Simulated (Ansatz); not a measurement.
One change: `CBOC` becomes `CBOCN`.

Ansatz, PBE0-D4/def2-TZVP geometries, multiplicity 1. Each molecule was computed in one conformer, which needn't be the lowest.

```json
{"property": "HOMO energy (PBE0/def2-TZVPP) / eV", "`CBOC`": "-8.37"}
{"property": "LUMO energy (B3LYP/def2-TZVPP) / eV", "`CBOC`": "-0.01"}
{"property": "size of the dipole moment (ωB97M-V/def2-TZVPP) / D", "`CBOC`": "1.06"}
{"property": "LUMO energy (PBE0/def2-TZVPP) / eV", "`CBOC`": "0.24"}
{"property": "LUMO energy (PBE/def2-TZVPP) / eV", "`CBOC`": "-0.76"}
{"property": "HOMO–LUMO gap (PBE0/def2-TZVPP) / eV", "`CBOC`": "8.61"}
```

(1) Give the same properties after the change, and the shifts. (Estimate.)

## Answers

(1) Ansatz gave: 
```json
{"property": "HOMO energy (PBE0/def2-TZVPP) / eV", "`CBOCN`": "-7.41", "shift": "0.96"}
{"property": "LUMO energy (B3LYP/def2-TZVPP) / eV", "`CBOCN`": "0.09", "shift": "0.10"}
{"property": "size of the dipole moment (ωB97M-V/def2-TZVPP) / D", "`CBOCN`": "2.15", "shift": "1.09"}
{"property": "LUMO energy (PBE0/def2-TZVPP) / eV", "`CBOCN`": "0.35", "shift": "0.11"}
{"property": "LUMO energy (PBE/def2-TZVPP) / eV", "`CBOCN`": "-0.66", "shift": "0.10"}
{"property": "HOMO–LUMO gap (PBE0/def2-TZVPP) / eV", "`CBOCN`": "7.76", "shift": "-0.85"}
```

With PBE0 the HOMO rises by 0.96 eV and the LUMO rises by 0.11 eV, so the gap narrows by about 0.85 eV. PBE moves the HOMO by 0.98 eV and ωB97M-V by 0.88 eV. Dipoles are sizes alone; their direction can turn.

B3LYP here is the variant with VWN-RPA as its local correlation; programs differ in this.
